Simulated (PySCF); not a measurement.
# Stationary points of Zr(OH)3

Computed with PBE0/[Zr def2-TZVP with ECP28, O def2-TZVP, H def2-TZVP], scalar-relativistic core potentials, density fitting, no spin–orbit coupling, PySCF.

Relaxations began from a few typed shapes; open shells are unrestricted. The search is not exhaustive: other isomers or separated fragments can lie lower, and high-lying points may rest on an excited occupation.

```tsv
spin	group	bonds	angles	imaginary modes (cm⁻¹)	ΔE (kJ/mol)	ΔE with ZPE (kJ/mol)
doublet	C3h	O–H 0.952 Å (×3), Zr–O 1.927 Å (×3)	H–O–Zr 173.9° (×3), O–Zr–O 120.0° (×3)	none	0.0	0.0
doublet	D3h	O–H 0.952 Å (×3), Zr–O 1.926 Å (×3)	H–O–Zr 180.0° (×3), O–Zr–O 120.0° (×3)	none	0.0	-0.2
```

The lowest minimum found is the doublet C3h: O–H 0.952 Å (×3), Zr–O 1.927 Å (×3); H–O–Zr 173.9° (×3), O–Zr–O 120.0° (×3).

For the lowest minimum: other spin states or occupations of the open shell can lie lower.
